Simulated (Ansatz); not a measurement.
System: tetraethynylsilane, C₈H₄Si, charge 0, multiplicity 1. 
Geometry from a B3LYP-D3(BJ)/def2-TZVP (Ansatz, an electronic-structure program) optimisation:
```xyz
13

C     -1.7653     0.8909    -2.2852
C     -1.0616     0.5358    -1.3742
Si     0.0000     0.0000     0.0000
C      1.0638     1.3796     0.5172
C      1.7690     2.2942     0.8600
C      1.0345    -1.3927    -0.5410
C      1.7202    -2.3160    -0.8997
C     -1.0367    -0.5227     1.3981
C     -1.7239    -0.8692     2.3249
H     -2.3867     1.2045    -3.0897
H      2.3917     3.1019     1.1628
H      2.3258    -3.1313    -1.2164
H     -2.3307    -1.1751     3.1433
```

Property: atomisation energy (electronic, to ground-state atoms); the coupled-cluster value holds the core correlation from cc-pwCVTZ, in eV. Valence correlation only, unless marked. UHF or UKS for open shells. Spin-orbit coupling is left out. Non-relativistic. CBS(X,Y): correlation extrapolated as X^-3; Hartree-Fock from the larger set.

Level to compare with: CCSD(T)/CBS(cc-pV(T+d)Z,cc-pV(Q+d)Z) plus the core term (Ansatz), 66.17 eV. It is a level with limits of its own, and the differences hold the functionals' basis error too.

### Question
Rank these functionals by how close they come to CCSD(T)/CBS(cc-pV(T+d)Z,cc-pV(Q+d)Z), closest first: wB97M-V/def2-TZVPD (Ansatz); r2SCAN0/def2-TZVPD (Ansatz); CAM-B3LYP/def2-TZVPD (Ansatz).

### Answer
wB97M-V/def2-TZVPD (range-separated hybrid meta-GGA with VV10, 65.89 eV, difference -0.28), CAM-B3LYP/def2-TZVPD (range-separated hybrid, 65.37 eV, difference -0.80), r2SCAN0/def2-TZVPD (hybrid meta-GGA, 64.33 eV, difference -1.84)
